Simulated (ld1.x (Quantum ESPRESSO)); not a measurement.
**Configuration tests for scandium (ultrasoft)**

scandium (Sc), ultrasoft, made with ld1.x (Quantum ESPRESSO) 7.5 (LDA (PZ), non-relativistic). Core [Ar], reference 3d1 4s1 4p0 (charge +1). Waves: 4s (bound): rcut 2.85, rcutus 3.15 bohr; 4s channel at 3.45 Ry: rcut 2.85, rcutus 3.15 bohr; 4p (bound, empty): rcut 2.85, rcutus 3.75 bohr; 4p channel at 0.45 Ry: rcut 2.85, rcutus 3.75 bohr; 3d (bound): rcut 2.50, rcutus 2.70 bohr; 3d channel at 1.7 Ry: rcut 2.50, rcutus 2.70 bohr. Local part: all-electron potential smoothed inside 2.30 bohr (lloc = -2). Core correction: none. Augmentation charge: built from norm-conserving waves at rcut, not smoothed further.

Energies are relative to the spin-unpolarised reference configuration 3d1 4s1 4p0; without spin polarisation the order of configurations can differ from experiment. Not all tests gave a result: test run stopped at test 6 of 9 (negative rho). The frozen-core shift is the all-electron ΔE with the core orbitals held at their reference shape minus the fully relaxed ΔE.

```csv
valence configuration,charge,ΔE all-electron (eV),error AE − PS (meV),frozen-core shift (meV)
3d1 4s2 4p0,0,-7.022,+14,+2.5
3d1 4s0 4p0,+2,12.884,+62,+16
3d1 4s1.5 4p0,+0.5,-4.216,+5.0,+1.1
3d1 4s0 4p1,+1,3.438,+8.8,+2.0
3d1 4s1 4p1,0,-4.229,+3.1,+0.5
```

Levels in the configuration 3d1 4s1 4p1:

```csv
level,all-electron (eV),pseudo (eV)
3d,-4.694,-4.676
4s,-4.965,-4.974
4p,-2.103,-2.106
```

A Bessel basis up to 400 Ry misses an occupied level by 0.56 Ry, so cutoffs and ghosts were not judged.
